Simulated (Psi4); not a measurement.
H$_{2}$P (SMILES [PH2-]), charge -1, singlet, geometry from GFN2-xTB (a gas-phase anion, which may not be bound at this level). Base run: BLYP/6-311G** in Psi4.

Here is a job for Psi4.
```
memory 2 GB

molecule mol {
-1 1
P    -0.001499    0.074311    0.082110
H     0.970783   -0.554794   -0.600600
H    -0.948298   -0.559867   -0.631046
}

set {
  basis 6-311g**
  reference rks
}

energy('blyp')
print_variables()
```

Each row names what was changed in the base input (with any setting that the change needs).

| change | ΔE vs base (µEh) | SCF cycles | grid points | basis functions |
|---|---|---|---|---|
| base | 0.0 | 8 | 65819 | 38 |
| puream = true | 0.0 | 8 | 65819 | 38 |
| scf_type = direct | 264 | 13 | 65819 | 38 |
| guess = gwh | 0.0 | 11 | 65819 | 38 |
| scf_initial_accelerator = ediis | 0.0 | 8 | 65819 | 38 |
| damping_percentage = 20 | -2.3 | 18 | 65819 | 38 |
| guess = sadno | 0.0 | 8 | 65819 | 38 |
| dft_radial_scheme = multiexp | -142 | 8 | 67918 | 38 |
| scf_initial_accelerator = none | 0.0 | 8 | 65819 | 38 |
| dft_spherical_points = 194 | 2.0 | 8 | 42365 | 38 |
| dft_radial_scheme = becke | 20.0 | 8 | 58821 | 38 |
| scf_type = dfdirj+cosx | 0.0 | 9 | 65819 | 38 |
| level_shift = 0.3 | 0.0 | 8 | 65819 | 38 |

A gas-phase anion may not be bound at this level; its values then depend on the basis.
